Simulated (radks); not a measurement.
Q: Method: scalar-relativistic Kohn-Sham, LDA (Slater exchange, Perdew-Wang correlation), spin-unpolarised, spherical densities, finite nucleus; Fermi nuclear charge, rms radius of each element as measured or else 0.836 A^(1/3) + 0.57 fm; computed with a radial shooting solver on a logarithmic mesh with Libxc functionals. Response by self-consistent Sternheimer equations with the Hartree and adiabatic LDA kernel, the relativistic mass of each level held fixed and spin-orbit coupling left out. Rank P5+, Si4+, Al3+, Cl7+, Ar8+, S6+, Ne, Mg2+ (NIST ground configurations) by static dipole polarisability, largest first.

A: Ne 3.057, Mg2+ 0.5135, Al3+ 0.2831, Si4+ 0.1713, P5+ 0.1106, S6+ 0.07490, Cl7+ 0.05270, Ar8+ 0.03824 bohr^3.
